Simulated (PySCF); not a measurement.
Geometry (Å), atoms numbered from 1 in this order:
```xyz
15

C    -2.0754    1.0252   -0.7660
O    -0.8625    0.7331   -0.1417
C    -0.8386   -0.5199    0.4888
Si    0.9108   -0.7413    1.2026
Si    2.3898   -0.0562   -0.4783
H    -2.3216    0.2847   -1.5527
H    -2.9150    1.0474   -0.0434
H    -1.9861    2.0167   -1.2319
H    -1.6135   -0.5952    1.2802
H    -1.0447   -1.3406   -0.2315
H     1.1160   -2.1802    1.5661
H     1.0881    0.0810    2.4396
H     3.7961   -0.4580   -0.1581
H     2.0004   -0.7071   -1.7688
H     2.3472    1.4267   -0.6488
```

Geometry: PBE0-D3(BJ)/def2-SVP; GIAO absolute shieldings from PySCF, gas phase, non-relativistic, averaged over equivalent atoms.

At PBE0/pcSseg-0 (73 basis functions, 5.9 s wall time on 1 thread of an Arm Neoverse V2, shared host):
```
      atoms  σ (ppm)
         C1    126.6
         C3    133.4
         O2    339.6
        Si4    454.8
        Si5    507.6
    H11/H12    28.87
   H6/H7/H8    29.33
H13/H14/H15    29.59
     H9/H10    29.97
```

Q: What do these become at BP86/pcSseg-1?

A: 
| atoms | σ at BP86/pcSseg-1 | change |
| --- | --- | --- |
| C1 | 113.6 | -13.0 |
| C3 | 116.3 | -17.1 |
| O2 | 310.7 | -28.9 |
| Si4 | 403.0 | -51.8 |
| Si5 | 444.4 | -63.2 |
| H11/H12 | 27.25 | -1.62 |
| H6/H7/H8 | 27.87 | -1.46 |
| H13/H14/H15 | 27.75 | -1.84 |
| H9/H10 | 27.95 | -2.02 |

The largest change is at Si5 (silicon bonded to Si, 3 H). Cost: 149 basis functions, 16 s wall time on 1 thread of an Arm Neoverse V2, shared host.
